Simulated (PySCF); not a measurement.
# Correlation energy of Cl (chlorine, neutral)

[Ne] 3s2 3p5, 2P determinant. All numbers are calculated (PySCF 2.14, the spin-free X2C one-electron Hamiltonian (Gaussian nucleus), in x2c-SVPall). Frozen: [Ne]; 7 electrons correlated.

MP2 pair energies summed by pair of shells (mhartree):

```
 pair  energy  share (%)
3p-3p  -71.91       65.9
3s-3p  -30.05       27.5
3s-3s   -7.16        6.6
```

Total MP2 correlation energy: -109.11 mhartree.

Same-spin part -27.05 and opposite-spin part -82.07 mhartree; SCS-MP2 scales them by 1/3 and 6/5 to -107.49 mhartree.

```
  level  correlation energy (mhartree)
   CCSD                        -125.79
    (T)                          -1.02
CCSD(T)                        -126.81
```

Diagnostics: T1 = 0.0054, D1 = 0.0164, largest double amplitude 0.050.

Cost of the coupled-cluster step: 0.06 s of wall time on 1 thread of Intel(R) Xeon(R) 6975P-C (shared host), for 7 correlated electrons.

Iterations:

```
CC2 = 0
CCSD nocc = (np.int64(4), np.int64(3)), nmo = (13, 13)
frozen orbitals [[0, 1, 2, 3, 4], [0, 1, 2, 3, 4]]
max_cycle = 100
direct = 0
conv_tol = 1e-08
conv_tol_normt = 1e-06
diis_space = 8
diis_start_cycle = 0
Init t2, MP2 energy = -0.109113735722467
Init E_corr(UCCSD) = -0.10911373572555
cycle = 1  E_corr(UCCSD) = -0.122486027840158  dE = -0.0133722921  norm(t1,t2) = 0.0307677
cycle = 2  E_corr(UCCSD) = -0.124846460563159  dE = -0.00236043272  norm(t1,t2) = 0.0091018
cycle = 3  E_corr(UCCSD) = -0.125799486452704  dE = -0.00095302589  norm(t1,t2) = 0.0032744
cycle = 4  E_corr(UCCSD) = -0.125784828795575  dE = 1.46576571e-05  norm(t1,t2) = 0.000282252
cycle = 5  E_corr(UCCSD) = -0.125786029399486  dE = -1.20060391e-06  norm(t1,t2) = 5.59209e-05
cycle = 6  E_corr(UCCSD) = -0.125785786879818  dE = 2.42519668e-07  norm(t1,t2) = 8.58681e-06
cycle = 7  E_corr(UCCSD) = -0.125785880809795  dE = -9.39299767e-08  norm(t1,t2) = 1.64357e-06
cycle = 8  E_corr(UCCSD) = -0.125785861751388  dE = 1.90584073e-08  norm(t1,t2) = 2.72441e-07
cycle = 9  E_corr(UCCSD) = -0.12578586288038  dE = -1.12899221e-09  norm(t1,t2) = 4.44292e-08
UCCSD converged
E(UCCSD) = -460.8381631552262  E_corr = -0.12578586288038
UCCSD(T) correction = -0.00101858516524038
```
